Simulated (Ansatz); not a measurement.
Reaction (ligand exchange at the Al–O bond): `C[O][Al]([OH])[F]` + H–F → `[OH][Al]([F])[F]` + CH₃OH

Isolated molecules relaxed with PBE0-D4/def2-TZVP in Ansatz; ΔE leaves out vibrations. CCSD(T)/CBS adds triple-zeta CCSD(T) − MP2 to the extrapolated MP2 energy (def2 sets, frozen cores). This one scheme is used for every species. DFT in def2-TZVPP. B3LYP here is the variant with VWN-RPA as its local correlation; programs differ in this. HSE06 is defined as in plane-wave codes. Each species was taken in one conformer, which may not be the lowest.

(1) Is it downhill or uphill in electronic energy at CCSD(T)/CBS, and by how much? (An estimate is asked.)

(2) What do these levels give: r2SCAN-D4, B97M-V, PBE0-D4, HSE06-D4, CAM-B3LYP-D4, ωB97X-V, PBE-QIDH, revPBE, B3LYP, HSE06, MP2/def2-TZVPP, CCSD/CBS(def2)? (Best estimate.)

Largest T1 diagnostic among the species: 0.013.

## Answers

(1) Computed: Downhill: ΔE = -0.49 eV.

(2) Ansatz gave: r2SCAN-D4 -0.51, B97M-V -0.55, PBE0-D4 -0.48, HSE06-D4 -0.48, CAM-B3LYP-D4 -0.49, ωB97X-V -0.51, PBE-QIDH -0.49, revPBE -0.55, B3LYP -0.54, HSE06 -0.51, MP2/def2-TZVPP -0.47, CCSD/CBS(def2) -0.50 eV.

Leaving LDA and LC-ωPBE aside and taking each functional with its dispersion term where it has one, the values spread over 0.07 eV, from B97M-V to HSE06-D4. LDA lies +0.08 eV from PBE without D4. The D4 term adds +0.06 eV with B3LYP and +0.03 eV with PBE0; it sums over pairs of atoms, weighted by their polarisabilities, and B3LYP, whose exchange is more repulsive, gets the larger term.
